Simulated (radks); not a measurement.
Results of a calculation; reference values are marked as such.
The dysprosium ion Dy41+, configuration [Ar] 3d7. Code: a radial shooting solver on a logarithmic mesh with Libxc functionals. Model: scalar-relativistic Kohn-Sham, PBEsol, spin-polarised, spherical densities, finite nucleus; open shells are filled with parallel spins first (spin-orbit coupling, left out, can overturn this in heavy ions); Fermi nuclear charge, rms radius 5.2218 fm.

Unscreened Slater integrals over Kohn-Sham orbitals (cm^-1). They are taken over the spin-up orbitals.

integral,value
"F0(3d,3d)",994860
"F2(3d,3d)",510840
"F4(3d,3d)",329600
"F0(3d,3p)",925570
"F2(3d,3p)",445650
"G1(3d,3p)",481470
"G3(3d,3p)",320170
"F0(3d,3s)",917150
"G2(3d,3s)",368810
"F0(3p,3p)",884930
"F2(3p,3p)",444430
"F0(3p,3s)",876810
"G1(3p,3s)",571580
"F0(3s,3s)",870860

Derived for the open shells (J is the average intra-shell exchange parameter used in DFT+U). 3d: Racah B = F2/49 - 5 F4/441 = 6688 cm^-1, C = 35 F4/441 = 26160 cm^-1, C/B = 3.91, F4/F2 = 0.645, J = (F2 + F4)/14 = 60030 cm^-1.
